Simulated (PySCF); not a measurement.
## Ru: excitation energy

Ru [Kr] 4d7 5s1 (5F) → Ru [Kr] 4d6 5s2 (5D), as a difference of total energies. Computed with PySCF 2.14 in def2-TZVPPD with the def2 core potential (28 electrons) (6s4p3d2f1g, 56 functions), with scalar relativity through the core potential. Correlated levels: valence and next inner shell: nothing frozen outside the core potential. The calculations carry no spin-orbit coupling.

```tsv
method	excitation energy (eV)
UHF	0.682
MP2 (valence and next inner shell)	0.663
SCS-MP2 (valence and next inner shell)	0.612
CCSD (valence and next inner shell)	0.635
CCSD(T) (valence and next inner shell)	0.593
```

**Question.** How much does correlation contribute at CCSD(T) (valence and next inner shell)?

**Answer.** 0.593 − (0.682) = -0.089 eV, measured against UHF.

Errors of the correlated levels include the incompleteness of this basis.

For comparison: 0.867 eV (measured; NIST levels, between the centres of gravity of the two terms).
